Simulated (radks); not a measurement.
The numbers below are computed, except where a source is named.
Ionisation of neutral hafnium, [Xe] 4f14 5d2 6s2, to [Xe] 4f14 5d1 6s2 as the strength of local exchange is varied. Level of theory: scalar-relativistic Kohn-Sham, Slater X-alpha exchange (alpha = 2/3 is LDA exchange), no correlation, spin-polarised, spherical densities, finite nucleus; open shells are filled with parallel spins first (spin-orbit coupling, left out, can overturn this in heavy ions); Fermi nuclear charge, rms radius 5.347 fm (a radial shooting solver on a logarithmic mesh with Libxc functionals).

[
 {"alpha": "0.615", "E(Hf) (hartree)": "-15037.1449", "exchange (hartree)": "-268.0917", "IE (eV)": "5.533", "-e of the level emptied (eV)": "1.973 (5d)", "<r> of it (bohr)": "2.592"},
 {"alpha": "0.667", "E(Hf) (hartree)": "-15059.9376", "exchange (hartree)": "-291.2466", "IE (eV)": "6.061", "-e of the level emptied (eV)": "2.398 (5d)", "<r> of it (bohr)": "2.514"},
 {"alpha": "0.765", "E(Hf) (hartree)": "-15102.9965", "exchange (hartree)": "-335.0882", "IE (eV)": "7.115", "-e of the level emptied (eV)": "3.273 (5d)", "<r> of it (bohr)": "2.388"},
 {"alpha": "0.892", "E(Hf) (hartree)": "-15158.9980", "exchange (hartree)": "-392.2980", "IE (eV)": "8.589", "-e of the level emptied (eV)": "4.539 (5d)", "<r> of it (bohr)": "2.254"},
 {"alpha": "0.897", "E(Hf) (hartree)": "-15161.2074", "exchange (hartree)": "-394.5594", "IE (eV)": "8.649", "-e of the level emptied (eV)": "4.591 (5d)", "<r> of it (bohr)": "2.250"},
 {"alpha": "0.949", "E(Hf) (hartree)": "-15184.2059", "exchange (hartree)": "-418.1192", "IE (eV)": "9.289", "-e of the level emptied (eV)": "5.152 (5d)", "<r> of it (bohr)": "2.203"},
 {"alpha": "0.967", "E(Hf) (hartree)": "-15192.1758", "exchange (hartree)": "-426.2918", "IE (eV)": "9.515", "-e of the level emptied (eV)": "5.352 (5d)", "<r> of it (bohr)": "2.187"}
]

NIST Atomic Spectra Database: 6.825 eV (measured). The Delta-SCF value meets it near alpha = 0.74. Open shells are spherical and high-spin; term and fine-structure splittings are not resolved. Spin-orbit splitting is averaged out at the scalar-relativistic level.
